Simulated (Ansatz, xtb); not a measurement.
# C3H7BFN: 7 structures ranked

7 gas-phase structures of C3H7BFN, from a drawn sample of its isomers (lower ones may exist). Each was relaxed with GFN2-xTB; where two conformers were screened, the lower at r2SCAN-D4/def2-SVP//GFN2-xTB is listed:

A. `CC#[N+][BH2-]CF`, a singlet
B. `BN[C@@H]1C[C@@H]1F`, a singlet
C. `CC#C[B@H-]([NH3+])F`, a singlet
D. `NB[C@@H]1C[C@@H]1F`, a singlet
E. `NB/C=C/CF`, a singlet
F. `[BH3-][N+]#CCCF`, a singlet
G. `NBC/C=C\F`, a singlet

Make a reasoned guess at their ranking by r2SCAN-D4/def2-SVP//GFN2-xTB single-point energy.

Calculated order at r2SCAN-D4/def2-SVP//GFN2-xTB: C (0.000), G (0.147), E (0.169), D (0.311), B (1.144), A (1.567), F (1.922) eV. Less than 1 kcal/mol parts G and E, so the order within that pair means little.

Energies above the lowest of each column, in eV; the last columns are at r2SCAN-D4/def2-SVP geometries and were run for some of them only (a dash: not run or not comparable):

```json
{"structure": "C", "GFN2-xTB": "0.577", "HF/STO-3G": "0.632", "r2SCAN-D4/def2-SVP//GFN2-xTB": "0.000", "r2SCAN-D4/def2-SVP": "0.000", "CCSD(T)/def2-SVP + ΔMP2/def2-TZVPP": "0.000"}
{"structure": "G", "GFN2-xTB": "0.291", "HF/STO-3G": "0.176", "r2SCAN-D4/def2-SVP//GFN2-xTB": "0.147", "r2SCAN-D4/def2-SVP": "0.166", "CCSD(T)/def2-SVP + ΔMP2/def2-TZVPP": "0.368"}
{"structure": "E", "GFN2-xTB": "0.369", "HF/STO-3G": "0.238", "r2SCAN-D4/def2-SVP//GFN2-xTB": "0.169", "r2SCAN-D4/def2-SVP": "0.185", "CCSD(T)/def2-SVP + ΔMP2/def2-TZVPP": "0.329"}
{"structure": "D", "GFN2-xTB": "0.095", "HF/STO-3G": "0.000", "r2SCAN-D4/def2-SVP//GFN2-xTB": "0.311", "r2SCAN-D4/def2-SVP": "0.329", "CCSD(T)/def2-SVP + ΔMP2/def2-TZVPP": "0.661"}
{"structure": "B", "GFN2-xTB": "0.000", "HF/STO-3G": "0.524", "r2SCAN-D4/def2-SVP//GFN2-xTB": "1.144", "r2SCAN-D4/def2-SVP": "–", "CCSD(T)/def2-SVP + ΔMP2/def2-TZVPP": "–"}
{"structure": "A", "GFN2-xTB": "0.842", "HF/STO-3G": "1.451", "r2SCAN-D4/def2-SVP//GFN2-xTB": "1.567", "r2SCAN-D4/def2-SVP": "–", "CCSD(T)/def2-SVP + ΔMP2/def2-TZVPP": "–"}
{"structure": "F", "GFN2-xTB": "0.942", "HF/STO-3G": "1.807", "r2SCAN-D4/def2-SVP//GFN2-xTB": "1.922", "r2SCAN-D4/def2-SVP": "–", "CCSD(T)/def2-SVP + ΔMP2/def2-TZVPP": "–"}
```

CCSD(T)/def2-SVP + ΔMP2/def2-TZVPP puts C lowest of those it was run on; GFN2-xTB picks B, HF/STO-3G picks D. CCSD(T)/def2-SVP + ΔMP2/def2-TZVPP orders those it was run on as C (0.000), E (0.329), G (0.368), D (0.661) eV. Less than 1 kcal/mol parts E and G, so the order within that pair means little. Flexible structures stand in one conformer each, not always the lowest. C keeps a small imaginary mode. Frequencies (GFN2-xTB) were run for C, D, E, G alone. ΔMP2 is the change of the MP2 energy from the smaller to the larger basis.

Over these structures GFN2-xTB departs from r2SCAN-D4/def2-SVP//GFN2-xTB by 0.551 eV on average once a common shift is removed. A GFN2-xTB relaxation took about 0.18 s and the r2SCAN-D4/def2-SVP//GFN2-xTB energy about 1.8 s on a shared host (Ansatz 0.2.0, xtb 6.7.1).
